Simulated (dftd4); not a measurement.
Cl2Te (SMILES Cl[Te]Cl), singlet, at a GFN2-xTB geometry; dftd4 4.2.0 with D4 for tpssh.

Here is a job for dftd4.
```
$ dftd4 mol.xyz --func tpssh --charge 0 --json dftd4.json --noedisp

# file mol.xyz
3

Te    -0.01170558     0.01195986     0.61430806
Cl     1.11463884     1.32379797    -0.94476070
Cl    -1.07883353    -1.36038108    -0.93429926
```

Problem. Write the output that dftd4 gives for this input, abridged.

Solution. 
```
                    ____  _____ _____     ____  _  _
      -------------|  _ \|  ___|_   _|---|  _ \| || |------------
     |             | | | | |_    | | ___ | | | | || |_           |
     |             | |_| |  _|   | ||___|| |_| |__   _|          |
     |             |____/|_|     |_|     |____/   |_|            |
     |             ===================================           |
     |            E. Caldeweyher, S. Ehlert & S. Grimme          |
     |          Mulliken Center for Theoretical Chemistry        |
     |                    University of Bonn                     |
      -----------------------------------------------------------

Rational (Becke-Johnson) damping: tpssh-D4-ATM
---------------------
  s6         1.0000
  s8         1.8590
  s9         1.0000
  a1         0.4429
  a2         4.6023
 alp        16.0000
--------------------

Dispersion energy:      -4.7403511662502E-03 Eh

[Info] JSON dump of results written to 'dftd4.json'
```
